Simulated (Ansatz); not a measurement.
Caution, from a PySCF single point (B3LYP-D3(BJ)/def2-TZVPD) at this geometry: the highest occupied level lies above zero, so the state may not be bound. This triplet is an excited state, 1.08 eV above the relaxed singlet at the level frozen-core CCSD(T)/aug-cc-pVDZ // B3LYP-D3(BJ)/def2-TZVPD (Ansatz, a program for electronic structure).

Species: H4AlSSi, SMILES `[SiH3][Al-][SH]` (excited triplet; Si–Al–S–H torsion 91°) (charge -1, multiplicity 3).

Q: Give a relaxed geometry from B3LYP-D3(BJ)/def2-TZVPD run with Ansatz.

A: Several could match; the one computed here: the end point of this relaxation, one of several conformers (outside a Z-matrix the atoms follow the SMILES, hydrogens last).
Z-matrix (Å, degrees):
```
Si
H 1 1.5021
H 1 1.5078 2 103.33
H 1 1.5088 2 103.30 3 105.67
Al 1 2.4610 2 110.05 3 -127.24
S 5 2.3117 1 117.92 2 178.83
H 6 1.3461 5 99.52 1 90.62
```
